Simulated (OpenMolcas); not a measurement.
**Au3+: moving the ligands**

Au3+ with 6 ligands (fluoride) in octahedral coordination (Oh) at 2.16 Å. A charge of +0.5 e stands 2.4 Å behind each ligand. Ligand basis ANO-RCC-VDZP.
```
Au    0.0000    0.0000    0.0000
F     2.1600    0.0000    0.0000
F     0.0000    2.1600    0.0000
F    -2.1600    0.0000    0.0000
F     0.0000   -2.1600    0.0000
F     0.0000    0.0000    2.1600
F     0.0000    0.0000   -2.1600
```

```json
{
 "Program": "OpenMolcas",
 "Method": "CASSCF",
 "Basis": "ANO-RCC-VDZP [7s6p4d2f]",
 "Scalar Hamiltonian": "DKH2, point nucleus",
 "Active space": "8 electrons in 5 orbitals (5d)",
 "State averaging": "2S+1 = 3 even, 10 roots; 2S+1 = 1 even, 15 roots",
 "Spin-orbit coupling": "state interaction with AMFI integrals over the reference wave functions"
}
```

Runs around this geometry, states (labels of O, the rotations of Oh). Energies in cm-1 above the lowest state or level, χT in cm3 K/mol; 10Dq and B are least-squares fits to the states below 45000 cm-1, weighted by degeneracy, with a free offset, and given where the rms deviation is under 5 % of |10Dq| (or 100 cm-1) and under 700 cm-1.

| R (Å) | Ground state | First state of that spin | 10Dq | B (rms of fit) | First gap with spin-orbit (degeneracies) | χT at 300 K | First state of another spin |
| --- | --- | --- | --- | --- | --- | --- | --- |
| 2.13 | 3A2 | 3T2 17293 | 17092 | 818 (87) | 9624 (3, 2) | 1.679 | 1E 11877 |
| 2.16 | 3A2 | 3T2 16158 | 15976 | 820 (78) | 9331 (3, 2) | 1.715 | 1E 11843 |
| 2.27 | 3A2 | 3T2 12716 |  |  | 8076 (3, 2) | 1.840 | 1E 11685 |

Taking the first state of the same spin as R^-n, n = -ln(12716 / 17293) / ln(2.27 / 2.13) = 4.8 between the shortest and longest distance.

Without dynamic correlation the repulsion within the d shell is too large (B by tens of per cent), so at a given field states of lower spin stand too high. Real 4d8 and 5d8 ions are as a rule square planar and diamagnetic. With metal d orbitals alone the field can be off either way by tens of per cent. Ligand-to-metal charge-transfer states are missing. With no ligand orbital active B as a rule stays too high, so bands that hang on it stand too high and its fall with covalency is understated. The least metal-like active orbital is 79 % on the metal (Löwdin) and no ligand orbital is active, so the numbers are rough (holds for R = 2.13; R = 2.16). The least metal-like active orbital is 80 % on the metal (Löwdin) and no ligand orbital is active, so the numbers are rough (holds for R = 2.27). No measured value stands beside these numbers; the geometry is a model, was not optimised and need not be the one that this ion takes.
